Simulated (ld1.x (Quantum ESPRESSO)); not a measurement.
## As: excitation energies, all-electron against RRKJ

| Item | Value |
| --- | --- |
| Element | As |
| Generator | ld1.x (Quantum ESPRESSO) 7.5 |
| Type | norm-conserving RRKJ (Kleinman–Bylander form) |
| Functional | PBE |
| Relativity | scalar-relativistic |
| Frozen core | [Ar] |
| Valence charge | 15 |
| Reference configuration | 3d10 4s1.5 4p3.5 |
| Partial waves | 4s (bound): rc 1.45 bohr; 3d (bound): rc 0.65 bohr; 4p (bound): rc 1.60 bohr |
| Local potential | the p channel |
| Core correction | none |
| rho0 | 0.02 |

Energies are relative to the spin-unpolarised reference configuration 3d10 4s1.5 4p3.5; without spin polarisation the order of configurations can differ from experiment.

Q: Give the all-electron excitation energy and the error of the potential for: 3d10 4s2 4p3; 3d10 4s2 4p2; 3d10 4s2 4p1; 3d10 4s0 4p5; 3d10 4s2 4p0; 3d10 4s1 4p4; 3d10 4s1 4p0.

A:

```csv
valence configuration,charge,ΔE all-electron (eV),error AE − PS (meV)
3d10 4s2 4p3,0,-4.679,+0.8
3d10 4s2 4p2,+1,4.470,-0.7
3d10 4s2 4p1,+2,22.388,-3.9
3d10 4s0 4p5,0,14.377,+3.8
3d10 4s2 4p0,+3,50.091,-11
3d10 4s1 4p4,0,4.738,0.0
3d10 4s1 4p0,+4,100.738,+39
```

Note: ghost state, extra bound levels that the all-electron valence spectrum of the same l lacks: s at -1359.0 eV. A true bound ghost makes a file unfit for plane-wave use.
